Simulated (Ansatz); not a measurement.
This triplet is an excited state, 1.05 eV above the relaxed singlet at the level B3LYP/cc-pVTZ // PBE0-D3(BJ)/def2-TZVP (Ansatz, a quantum-chemistry and plane-wave program).

A geometry relaxed with PBE0-D3(BJ)/def2-TZVP in Ansatz, charge 0, multiplicity 3:

```xyz
5

C      1.3431     0.2039    -0.1975
H     -2.5414     0.1358     0.5776
Si    -1.3423    -0.7264     0.7306
C      0.2260    -0.1171     0.1593
H      2.3147     0.5039    -0.5171
```

Question: Write the SMILES of this molecule.

Answer: `C#C[SiH]`
